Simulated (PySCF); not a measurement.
H2HfO2, SMILES [OH][Hf][OH] (connectivity only; charge and spin as stated), neutral, multiplicity 3.

Geometry: PBE-D3(BJ)/def2-TZVP. The spin state was assumed, not searched. The def2 effective core potentials stand for the cores of Hf; spin–orbit coupling is left out. The values are those of a single conformer.

Two levels are set side by side: PBE/def2-TZVPD (PySCF) and ωB97X/def2-TZVPD (PySCF). Same geometry, gas phase. Differences are taken from unrounded values.

```
quantity                      PBE
---------------------------  ----
α-spin orbital gap (eV)      0.64
β-spin orbital gap (eV)      4.62
dipole moment (D)            1.41
mean polarisability (bohr³)  80.6
```

Task: These are the PBE values. What does ωB97X give? (An estimate is asked for; the answer gives what the named calculation found.)

Result: 
| quantity | ωB97X | PBE minus ωB97X |
|---|---|---|
| α-spin orbital gap (eV) | 7.15 | -6.51 |
| β-spin orbital gap (eV) | 10.95 | -6.32 |
| dipole moment (D) | 1.55 | -0.15 |
| mean polarisability (bohr³) | 77.1 | 3.5 |

PBE's more diffuse valence density responds more strongly to a field. Differences between two approximate levels are no errors against the true value.

Rough cost on one machine, each run with all the roots and properties that it gave: ωB97X against PBE within a factor of 2.
